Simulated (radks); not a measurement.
I, configuration [Kr] 4d10 5s2 5p5.

Calculated with a radial shooting solver on a logarithmic mesh with Libxc functionals: non-relativistic Kohn-Sham, PBE, spin-unpolarised, spherical densities, point nucleus; relativity is left out, which matters for an element this heavy.

Energy parts (eV):
part                       energy
total                 -188303.601
kinetic                188234.480
electron-nucleus      -447026.309
Hartree                 75275.549
exchange-correlation    -4787.321

Orbitals (lengths in bohr, moments of r in powers of bohr; r(max) is where P^2 peaks):
orbital  occ.  eigenvalue (eV)   <1/r>   r(max)      <r>
1s          2        -31647.34   52.47  0.01900  0.02868
2s          2        -4767.939   12.04   0.1049   0.1235
2p          6        -4480.534   12.05  0.08202   0.1051
3s          2        -960.1630   4.392   0.2988   0.3279
3p          6        -839.3324   4.318   0.2853   0.3183
3d         10        -614.7963   4.187   0.2325   0.2889
4s          2        -166.9190   1.793   0.7078   0.7699
4p          6        -124.6672   1.691   0.7269   0.8047
4d         10         -52.6814   1.448   0.7753   0.9145
5s          2         -16.0162  0.6321    1.778    2.050
5p          5          -7.1461  0.5175    2.054    2.492

The highest occupied level is 5p at -7.146 eV. The density falls to 0.001 e/bohr^3 at r = 4.54 bohr.
